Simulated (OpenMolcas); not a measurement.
## GaCNCl2 (SMILES N#[C][Ga]([Cl])[Cl]): methods side by side

GaCNCl2 has 5 atoms, charge 0, and is taken as a singlet. SMILES: `N#[C][Ga]([Cl])[Cl]`. The coordinates come from a PBE0-D4/def2-TZVP relaxation.

Quantity: the dipole moment, in D. The values are calculated.

```
         level             kind     program  value (D)  CPU time
    HF/cc-pVDZ     Hartree–Fock  OpenMolcas       1.80      16 s
 SVWN5/cc-pVDZ              LDA  OpenMolcas       1.84      29 s
   PBE/cc-pVDZ              GGA  OpenMolcas       1.76      39 s
revPBE/cc-pVDZ              GGA  OpenMolcas       1.74      39 s
r2SCAN/cc-pVDZ         meta-GGA  OpenMolcas       1.77      49 s
 BHLYP/cc-pVDZ    global hybrid  OpenMolcas       1.82      38 s
M06-2X/cc-pVDZ  hybrid meta-GGA  OpenMolcas       1.73      43 s
  PBE0/cc-pVDZ    global hybrid  OpenMolcas       1.77      40 s
```

All-electron rows without a relativistic Hamiltonian named are non-relativistic. The values span 1.73 to 1.84 D. Magnitudes only. CPU times are rough (shared hosts, several kinds of processor): they show what a rung costs within a factor of a few.
